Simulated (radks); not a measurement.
Problem. All-electron atom: Sc8+ in [Ne] 3s2 3p1 (the NIST ground configuration). All-electron calculation, Dirac Kohn-Sham, PBE, spin-unpolarised, spherical densities, finite nucleus; open shells are shared between the two j in proportion to 2j + 1; Fermi nuclear charge, rms radius 3.5459 fm. Program: a radial shooting solver on a logarithmic mesh with Libxc functionals.

Spin-orbit splittings of the eigenvalues, e(l+1/2) - e(l-1/2), with zeta = 2 splitting/(2l+1) and mean radii in bohr:

| shell | occ. | splitting (eV) | zeta (eV) | <r> j=l-1/2 | <r> j=l+1/2 |
|---|---|---|---|---|---|
| 2p | 6 | 4.731 | 3.154 | 0.3028 | 0.3054 |
| 3p | 1 | ? | ? | 0.9617 | 0.9661 |

Estimate the 3p splitting.

Solution. 0.7834 eV (zeta = 0.5223 eV).
